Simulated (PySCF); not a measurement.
SnI₃, SMILES [I][Sn-]([I])[I], charge -1. Geometry optimised at B3LYP-D3(BJ)/def2-SVPD. The isomer is the one that the SMILES or the coordinates give; other isomers of the formula were not compared. The def2 effective core potentials stand for the cores of I, Sn; spin–orbit coupling is left out.

Computed equilibrium geometry at B3LYP-D3(BJ)/def2-SVPD (PySCF confirms it by a frequency run) as Cartesian coordinates in Å, and its point group:
point group C3v.
```xyz
4

Sn     0.0000     0.0000     1.0502
I      2.2197    -1.2815    -0.3303
I     -2.2197    -1.2815    -0.3303
I      0.0000     2.5631    -0.3303
```
Charge -1, spin multiplicity 1.
